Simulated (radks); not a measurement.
Values are calculated unless marked as measured or tabulated.
Question: Radial electron density D(r) = 4 pi r^2 rho(r) of an atom or ion with 28 electrons. Level of theory: Dirac Kohn-Sham, PBEsol, spin-unpolarised, spherical densities, finite nucleus; Fermi nuclear charge, rms radius of each element as measured or else 0.836 A^(1/3) + 0.57 fm (a radial shooting solver on a logarithmic mesh with Libxc functionals).

```
   r/bohr * D(r) (the largest magnitude, 107, reaches the edge; | marks zero)
 0.001237 |  *
 0.001535 |   *
 0.001921 |     *
 0.002384 |       *
 0.002982 |          *
 0.003701 |             *
  0.00463 |                  *
 0.005747 |                       *
  0.00719 |                             *
 0.008923 |                                   *
  0.01116 |                                        *
  0.01385 |                                          *
   0.0172 |                                          *
  0.02151 |                                        *
   0.0267 |                                      *
   0.0334 |                                     *
  0.04146 |                                         *
  0.05186 |                                                 *
  0.06437 |                                                      *
  0.08053 |                                                    *
  0.09995 |                                             *
    0.125 |                                       *
   0.1552 |                                         *
   0.1942 |                                             *
    0.241 |                                       *
   0.2991 |                        *
   0.3741 |         *
   0.4643 | *
   0.5809 *
    0.721 *
```

What is the nuclear charge?

Answer: Z = 63. The innermost maximum, from 1s, lies near gamma/Z bohr with gamma = sqrt(1 - (Z/c)^2) = 0.888, here 0.0141 bohr (found: 0.0155), and its height grows with Z. The density is that of the europium ion Eu35+ in [Ar] 3d10; the configuration itself is not fixed sharply by these data, and Z only to a few units. D(r) has 3 maxima, at r = 0.0155, 0.0692, 0.197 bohr, and minima at 0.0306, 0.132 bohr, inside which lie 2.04, 11.36 electrons.
